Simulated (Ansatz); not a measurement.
A structure relaxed at PBE0-D4/def2-TZVP in Ansatz, charge 0, doublet:

```xyz
13

Li   -1.503    0.221    1.075
Li   -0.849   -1.274   -1.511
Li    0.831    0.883    1.577
Li   -0.140   -1.820    0.783
Li    0.346    2.052   -0.534
Li    1.647   -0.295   -1.003
H    -0.251    0.338   -0.849
H     0.730   -1.792   -0.824
H    -0.129    0.536   -1.682
H    -1.753   -1.246    0.007
H    -0.645    1.836    0.913
H     1.782    1.125    0.035
H    -0.066   -0.565    2.013
```

Q: Give its formula and point group.

A: the cluster Li₆H₇. Point group Cs (tolerance 0.1 Å).

Q: Summarise the bond lengths by kind (pairs closer than 1.2 times the sum of covalent radii, bridged metal pairs left out).

A: 17 × H–Li 1.76 to 1.89 Å.

In the doublet, H7 and H9 lie 0.87 Å apart (atoms count from 1), so H2 has formed as a molecule. Another isomer (doublet) lies 0.44 eV lower at PBE0-D4/def2-TZVP; other spin states weren't run for this one.
